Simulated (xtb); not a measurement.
C$_{2}$H$_{6}$Si, charge +1, doublet, at a GFN2-xTB geometry (a state made from the parent by changing its charge; the spin is typed, not shown lowest). Base run: GFN0-xTB (xtb 6.7.1).

Geometry (Å):
```xyz
9

Si    -0.2026     0.0887     0.4181
C      0.8203     1.5148    -0.2768
H      0.7619     2.4053     0.3544
H      0.4703     1.7860    -1.2748
H      1.8709     1.2276    -0.3536
C     -0.5531    -1.6318    -0.2748
H      0.3808    -2.1586    -0.4813
H     -1.1138    -1.5591    -1.2088
H     -1.1371    -2.2411     0.4199
```
Charge +1, spin multiplicity 2.
All else is at xtb's defaults.
Base energy -7.57846 Eh.

The base run was repeated with changes; each row names its change, and settings that it needs were set with it.

```csv
change,ΔE vs base (kcal/mol)
base,0.000
acc = 30,0.000
etemp = 10,0.000
acc = 0.1,0.000
acc = 1000,0.000
etemp = 5000,-6.76
```
